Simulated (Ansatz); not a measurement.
Ideal-gas functions of `[OH][Sb]([F])[SiH3]` at 600 K and 1 bar, from an Ansatz frequency run at PBE0-D4/def2-TZVP.

Molar mass 188.88 g/mol, point group C1 (symmetry number 1), electronic degeneracy 1, moments of inertia 127.528, 240.174, 270.1 u Å². Harmonic wavenumbers (cm⁻¹, unscaled): 95, 112, 136, 200, 295, 339, 455, 463, 594, 631, 844, 885, 927, 934, 2205, 2224, 2235, 3863.

Use S(trans) = R[1.5 ln M + 2.5 ln T − 1.1517]; rotational temperatures θ = 24.2544 K / I; S(rot) = R[ln(√π/σ · √(T³/θAθBθC)) + 1.5]; for each mode x = 1.438777 ν̃/T, S = R[x/(eˣ − 1) − ln(1 − e⁻ˣ)] and H = RT x/(eˣ − 1); 1 cm⁻¹ = 0.0119627 kJ/mol; R = 8.31446 J/(mol·K).

**Question.** By hand: the entropy, in J/(mol·K).

**Answer.** Translation 188.8. Rotation: θ = 0.1902, 0.101, 0.0898 K, giving 123.5. Vibration, mode by mode: 20.63, 19.27, 17.67, 14.50, 11.36, 10.26, 7.99, 7.86, 6.04, 5.62, 3.74, 3.46, 3.20, 3.16, 0.27, 0.26, 0.25, 0.01, in all 135.5. Electronic 0.0. Sum 447.8 J/(mol·K).

**Question.** By hand: H − E and G − E in kJ/mol, counted from the electronic energy.

**Answer.** Zero-point energy ½ × 17437 × 0.0119627 = 104.3; thermal vibration 39.5; translation, rotation and pV give 4 RT = 20.0. H − E = 163.8 kJ/mol, and G − E = 163.8 − 600 × 447.8/1000 = -104.9 kJ/mol.

Vibration gives 30 % of the entropy, 57.6 J/(mol·K) of it from the modes under 150 cm⁻¹: soft modes count most, and the harmonic formula is weakest for them. The sum counts one conformer and one mirror image; others add a mixing term.
